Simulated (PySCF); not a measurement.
C3H8OSi, SMILES C=CO[SiH2]C.

Coordinates come from a B3LYP-D3(BJ)/def2-SVP optimisation. Other conformers were not sampled.

All values below come from PySCF with TDDFT-PBE/def2-SVPD.

Vertical excitations. The molecule is in vacuum. State labels are in the subgroup Cs.

Computed excitation energies, oscillator strengths and character:
| state | symmetry | energy (eV) | λ (nm) | f | main pairs |
|---|---|---|---|---|---|
| S1 | A" | 5.53 | 224 | 0.000 | HOMO→LUMO+1 97 % |
| S2 | A" | 5.60 | 222 | 0.003 | HOMO→LUMO+2 97 % |
| S3 | A" | 6.13 | 202 | 0.025 | HOMO→LUMO+3 100 % |
| S4 | A" | 6.51 | 190 | 0.001 | HOMO→LUMO+4 100 % |
| S5 | A' | 6.61 | 188 | 0.248 | HOMO→LUMO 86 % |
| S6 | A" | 6.95 | 178 | 0.001 | HOMO→LUMO+5 99 % |
| S7 | A" | 7.13 | 174 | 0.001 | HOMO−1→LUMO 99 % |
| S8 | A' | 7.24 | 171 | 0.007 | HOMO→LUMO+6 91 % |
| S9 | A" | 7.32 | 169 | 0.011 | HOMO→LUMO+7 100 % |
| S10 | A' | 7.46 | 166 | 0.034 | HOMO−1→LUMO+1 74 %, HOMO→LUMO+8 18 % |
| T1 | A' | 4.36 | 285 | 0 | HOMO→LUMO 98 % |
| T2 | A" | 5.43 | 228 | 0 | HOMO→LUMO+1 93 % |
| T3 | A" | 5.54 | 224 | 0 | HOMO→LUMO+2 93 % |
| T4 | A" | 6.03 | 206 | 0 | HOMO→LUMO+3 99 % |
Triplets are in the Tamm–Dancoff approximation, which puts them higher than full response would, so one can lie above its singlet here.
